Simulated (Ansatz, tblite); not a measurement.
Spin states of Sr₂O₂⁺, each relaxed with r2SCAN-D4/def2-TZVP in Ansatz. Electronic energies in the gas phase.

In the def2 sets Sr takes a core potential; there is no spin–orbit coupling. The xTB rows come from tblite. Correlated methods freeze 2 core orbitals; core or outer-core shells of Sr are correlated, in sets that lack core-valence functions. In CCSD on the charge 1 quartet the largest single amplitude is 0.39, so its Hartree–Fock determinant may place the open shell otherwise than the density functionals do. The structure comes from a short search, and lower isomers may exist.

Doublet geometry (D2h within 0.1 Å):

```tsv
atom	x (Å)	y (Å)	z (Å)
Sr1	-1.1736	-1.3473	0.4046
Sr2	1.1738	1.3471	-0.4046
O3	0.5430	-0.1499	1.0762
O4	-0.5433	0.1501	-1.0762
```

Quartet geometry (D2h within 0.1 Å):

Cartesian coordinates in Å:
```
Sr -0.145 -2.016 0.483
Sr 0.154 2.009 -0.507
O -0.341 0.260 0.955
O 0.333 -0.254 -0.931
```

⟨S²⟩: doublet 0.77 at PBE0-D4/def2-TZVP (pure 0.75), quartet 3.78 at PBE0-D4/def2-TZVP (pure 3.75).

Run but left out: HF/STO-3G (doublet: ⟨S²⟩ 1.81, where a pure state has 0.75); HF/def2-TZVP, HF/def2-TZVPP, MP2/def2-TZVP, MP2/def2-TZVPP (doublet: a determinant that CCSD turns far, T1 0.050).

Only these spin states were relaxed.

```json
{"level": "GFN1-xTB", "quartet − doublet (kcal/mol)": "86.1", "lowest of these": "doublet", "remarks": "–"}
{"level": "GFN2-xTB", "quartet − doublet (kcal/mol)": "20.9", "lowest of these": "doublet", "remarks": "–"}
{"level": "LDA (SPW92)/def2-TZVP", "quartet − doublet (kcal/mol)": "76.8", "lowest of these": "doublet", "remarks": "–"}
{"level": "PBE-D4/def2-TZVP", "quartet − doublet (kcal/mol)": "71.7", "lowest of these": "doublet", "remarks": "–"}
{"level": "BLYP-D4/def2-TZVP", "quartet − doublet (kcal/mol)": "67.7", "lowest of these": "doublet", "remarks": "–"}
{"level": "r2SCAN-D4/def2-TZVP", "quartet − doublet (kcal/mol)": "76.2", "lowest of these": "doublet", "remarks": "–"}
{"level": "r2SCANh-D4/def2-TZVP", "quartet − doublet (kcal/mol)": "76.5", "lowest of these": "doublet", "remarks": "–"}
{"level": "PBE0-D4/def2-TZVP", "quartet − doublet (kcal/mol)": "75.5", "lowest of these": "doublet", "remarks": "–"}
{"level": "CAM-B3LYP-D4/def2-TZVP", "quartet − doublet (kcal/mol)": "76.9", "lowest of these": "doublet", "remarks": "–"}
{"level": "RPA@PBE/def2-TZVP", "quartet − doublet (kcal/mol)": "55.3", "lowest of these": "doublet", "remarks": "–"}
{"level": "CCSD/def2-TZVPP", "quartet − doublet (kcal/mol)": "72.6", "lowest of these": "doublet", "remarks": "large T1 (0.050) (doublet), large T1 (0.080) (quartet)"}
{"level": "CCSD(T)/def2-TZVPP", "quartet − doublet (kcal/mol)": "75.3", "lowest of these": "doublet", "remarks": "large T1 (0.050) (doublet), large T1 (0.080) (quartet)"}
```

Change of the quartet − doublet gap on mixing in exact exchange, in kcal/mol: PBE to PBE0 (25 % exact exchange) 3.8; r2SCAN to r2SCANh (10 % exact exchange) 0.3.

The xTB methods have no spin-polarisation term.
